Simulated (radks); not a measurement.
Ho6+, configuration [Kr] 4d10 4f9 5s2 5p4 (the NIST ground configuration).

Calculated with a radial shooting solver on a logarithmic mesh with Libxc functionals: Dirac Kohn-Sham, PBE, spin-unpolarised, spherical densities, finite nucleus; open shells fill j = l - 1/2 first; Fermi nuclear charge, rms radius 5.2022 fm.

Energy parts (Ry):
| part | energy |
|---|---|
| total | -25235.8508 |
| kinetic | 27765.0317 |
| electron-nucleus | -61933.0794 |
| Hartree | 9469.4950 |
| exchange-correlation | -537.2982 |

Orbitals (lengths in bohr, moments of r in powers of bohr; <r^-3> diverges for s and p1/2):
orbital,occ.,eigenvalue (Ry),<1/r>,<r>,<r^2>,<r^-3>
1s1/2,2,-4080.167,76.04,0.02074,0.0005883,-
2s1/2,2,-687.6435,18.25,0.08754,0.009111,-
2p1/2,2,-654.8609,18.23,0.07290,0.006582,-
2p3/2,4,-591.8818,15.88,0.08007,0.007805,11580
3s1/2,2,-158.7804,6.674,0.2294,0.06029,-
3p1/2,2,-144.4225,6.590,0.2191,0.05588,-
3p3/2,4,-131.2696,5.993,0.2327,0.06278,2509
3d3/2,4,-106.6294,5.876,0.2054,0.04961,425.7
3d5/2,6,-103.7562,5.729,0.2096,0.05153,373.7
4s1/2,2,-36.65838,2.797,0.5177,0.3027,-
4p1/2,2,-30.94744,2.690,0.5270,0.3162,-
4p3/2,4,-27.97750,2.486,0.5575,0.3535,567.6
4d3/2,4,-18.55794,2.271,0.5854,0.3973,82.77
4d5/2,6,-18.01454,2.221,0.5959,0.4115,71.53
5s1/2,2,-9.50114,1.122,1.196,1.598,-
5p1/2,2,-7.78284,1.022,1.296,1.885,-
5p3/2,2,-7.28976,0.9589,1.367,2.093,94.53
4f5/2,6,-6.64006,1.754,0.7210,0.6463,11.59
4f7/2,3,-6.55587,1.735,0.7289,0.6607,11.17

The highest occupied level is 4f7/2 at -89.197 eV. The density falls to 0.001 e/bohr^3 at r = 2.77 bohr.
